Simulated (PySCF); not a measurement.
The numbers are results of PBE0-D4/def2-SVP in PySCF, not measurements. Isolated molecules, 0 K electronic values unless said otherwise. One relaxed conformer stands for a flexible species; it need not be the lowest. Delta-SCF ions had no search for a lower state. Excitations are Tamm–Dancoff values on a coarser integration grid. The basis has no diffuse functions, so Rydberg states are missing or too high.

Reference species (SMILES): `Sc1cc2ccccc2c2ccccc12` (H–S–C–C torsion 128°) (neutral, multiplicity 1).

The S1 excitation (TDA) is 4.01 eV and the vertical ionisation energy (Delta-SCF) comes out as 7.71 eV.

Changed species: `c12ccc(S)cc1ccc1ccccc12` (H–S–C–C torsion 0°).

**Question.** Give the shifts of the S1 excitation (TDA) and vertical ionisation energy (Delta-SCF).

**Answer.** the S1 excitation (TDA) falls by 0.11 eV, to 3.90 eV; the vertical ionisation energy (Delta-SCF) falls by 0.13 eV, to 7.58 eV.
